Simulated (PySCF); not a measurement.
## Trend along group 9: MO molecules

PBE0 with triple-zeta basis sets in PySCF, for the lowest determinant that a PBE0 search found; no spin–orbit coupling. De refers to high-spin ground-configuration atoms. A positive dipole means M(−)O(+).

```
 M         basis  state (unpaired electrons)  Re (Å)  ωe (cm⁻¹)  De (eV)  μ (D)
Co    def2-TZVPP         quartet (π ↑↑, δ ↑)   1.612        916      n/a  -4.80
Rh  x2c-TZVPPall         quartet (σ ↑, π ↑↑)   1.689        868     4.05  -3.79
Ir    def2-TZVPP         quartet (π ↑↑, δ ↑)   1.708        956      n/a  -2.87
```

The shortest bond is that of CoO (1.612 Å), the longest that of IrO (1.708 Å).

The rows differ in basis set, which adds steps of its own.

The state changes along the series, so neighbouring rows are not always alike in their bonding.

De is left out where the level can put another filling of the metal’s s and d shells below the measured ground configuration, by anything from nothing to about 1 eV. The metal atom is held in its measured ground configuration; semilocal functionals can put another filling of s and d lower by some tenths of an eV, and De to that atom would be smaller. These are scalar-relativistic numbers at best; spin–orbit coupling would shift them, the dissociation energy most. With d or f electrons several states lie close, and the lowest PBE0 determinant need not be the measured ground state.
